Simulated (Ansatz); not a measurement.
Reaction (substitution at a C–In bond): `C=[C](C)[InH2]` + HCl → `C=C(C)Cl` + `[InH3]`

Program: Ansatz. Geometries: PBE0-D4/def2-TZVP. ΔE: electronic, gas phase. CBS: MP2 limit from def2 TZ/QZ plus the TZ coupled-cluster correction, frozen cores. This one scheme is used for every species. DFT in def2-TZVPP. Elements past krypton have def2 core potentials. For In outer-core shells are correlated without core-valence functions, which leaves a few kJ/mol of doubt a bond.

CCSD(T)/CBS gives +35.9 kJ/mol.

(1) Another level gave +20.5 kJ/mol. Which?
A. MP2/def2-TZVPP
B. r2SCANh-D4/def2-TZVPP
C. LDA (SPW92)/def2-TZVPP
D. PBE-QIDH/def2-TZVPP

Largest T1 diagnostic among the species: 0.014.

## Answers

(1) B. r2SCANh-D4 20.5, MP2/def2-TZVPP 38.7, LDA (SPW92) 13.8, PBE-QIDH 27.4 kJ/mol.

In def2-TZVPP, CCSD(T) changes the Hartree–Fock value by +15.2 kJ/mol (the triples alone add +1.0 kJ/mol) and MP2 by +18.6 kJ/mol. At CCSD(T), def2-SVP lies −8.0 kJ/mol from the extrapolated value and def2-TZVPP −0.6 kJ/mol. Leaving LDA and LC-ωPBE aside and taking each functional with its dispersion term where it has one, the values, not all of them listed here, spread over 14.6 kJ/mol, from B97M-V to PBE-QIDH. LDA lies −5.1 kJ/mol from PBE without D4.

CCSD(T)/CBS has its own doubt, a few kJ/mol and more with outer-core shells, so smaller differences from it don't rank the levels.
